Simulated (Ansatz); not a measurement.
Gas-phase electronic energies from Ansatz, PBE0-D4/def2-TZVP geometries. CBS: MP2 limit from def2 TZ/QZ plus the TZ coupled-cluster correction, frozen cores. Functionals use def2-TZVPP. For Ga outer-core shells are correlated without core-valence functions, which leaves a few kJ/mol of doubt a bond. Scalar relativity is left out up to krypton. One conformer a species, not always the lowest.

Reaction (substitution at a C–Ga bond): `N[CH2][GaH2]` + CH₃NH₂ → `CNCN` + `[GaH3]`

`N[CH2][GaH2]`:

Z-matrix (Å, degrees):
```
C
Ga 1 1.977
N 1 1.457 2 112.4
H 1 1.105 2 107.6 3 127.7
H 1 1.096 2 106.7 3 -119.7
H 2 1.575 1 119.4 3 -18.4
H 2 1.573 1 120.6 3 163.5
H 3 1.013 1 111.7 2 172.0
H 3 1.011 1 111.6 2 52.0
```

CH₃NH₂:

Z-matrix (Å, degrees):
```
C
N 1 1.453
H 1 1.092 2 109.4
H 1 1.100 2 115.4 3 -121.6
H 1 1.092 2 109.4 3 116.8
H 2 1.012 1 110.6 3 62.6
H 2 1.012 1 110.6 3 -179.3
```

`CNCN`:

```xyz
12

C    -0.732    0.940   -0.815
N     0.465    0.757   -0.023
C     0.788   -0.634    0.245
N    -0.040   -1.263    1.241
H    -1.608    0.616   -0.247
H    -0.871    1.999   -1.039
H    -0.726    0.382   -1.766
H     1.252    1.206   -0.475
H     0.728   -1.257   -0.664
H     1.827   -0.662    0.588
H    -0.978   -1.417    0.897
H    -0.106   -0.668    2.058
```

`[GaH3]`:

```xyz
4

Ga   -0.001    0.000    0.000
H    -0.890    1.268    0.244
H     0.282   -0.998    1.177
H     0.608   -0.270   -1.420
```

```json
{"species": "`N[CH2][GaH2]`", "BLYP-D4 energy (Eh)": "-2021.35735"}
{"species": "CH₃NH₂", "BLYP-D4 energy (Eh)": "-95.85528"}
{"species": "`CNCN`", "BLYP-D4 energy (Eh)": "-190.51986"}
{"species": "`[GaH3]`", "BLYP-D4 energy (Eh)": "-1926.68598"}
```

(1) Work out ΔE.

(2) What do rigid-rotor, harmonic-oscillator terms from PBE0-D4/def2-TZVP frequencies (298.15 K, 1 bar) make of the CCSD(T)/CBS value? (Best estimate.)

Largest T1 diagnostic among the species: 0.013.

## Answers

(1) ΔE = (-190.51986) + (-1926.68598) − (-2021.35735) − (-95.85528) = 0.00679 Eh = +17.8 kJ/mol. CCSD(T)/CBS gives +24.9 kJ/mol.

(2) Computed: ΔZPE = -4.0 kJ/mol, ΔH = +19.5 kJ/mol, ΔS = -32 J/(mol·K), ΔG = +29.2 kJ/mol.

From BLYP to BHLYP (50 % exact exchange), in def2-TZVPP and without D4, ΔE moves by −6.3 kJ/mol. In def2-TZVPP, CCSD(T) changes the Hartree–Fock value by +8.0 kJ/mol (the triples alone add −0.2 kJ/mol) and MP2 by +11.4 kJ/mol.
